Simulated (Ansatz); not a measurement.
Program: Ansatz. Geometries: PBE0-D4/def2-TZVP. ΔE: electronic, gas phase. CBS: MP2 limit from def2 TZ/QZ plus the TZ coupled-cluster correction, frozen cores. DFT in def2-TZVPP. For Ge outer-core shells are correlated without core-valence functions, which leaves a few kJ/mol of doubt a bond. Scalar relativity is left out up to krypton. Each species was taken in one conformer, which may not be the lowest.

Reaction (isomerisation): `SC[S][GeH3]` → `S[CH](S)[GeH3]`

Q: Is it downhill or uphill in electronic energy at CCSD(T)/CBS, and by how much? (Best estimate.)

A: The calculation gave: Uphill: ΔE = +0.60 eV.

Q: What do these levels give: ωB97X-V, B2PLYP, CCSD/def2-TZVPP, HF/def2-QZVPP, SCS-MP2/def2-QZVPP, CCSD/CBS(def2)? (Best estimate.)

A: Computed: ωB97X-V 0.64, B2PLYP 0.65, CCSD/def2-TZVPP 0.61, HF/def2-QZVPP 0.73, SCS-MP2/def2-QZVPP 0.61, CCSD/CBS(def2) 0.60 eV.

Largest T1 diagnostic among the species: 0.012.

In def2-TZVPP, CCSD(T) changes the Hartree–Fock value by −0.13 eV (the triples alone add −0.01 eV) and MP2 by −0.14 eV.
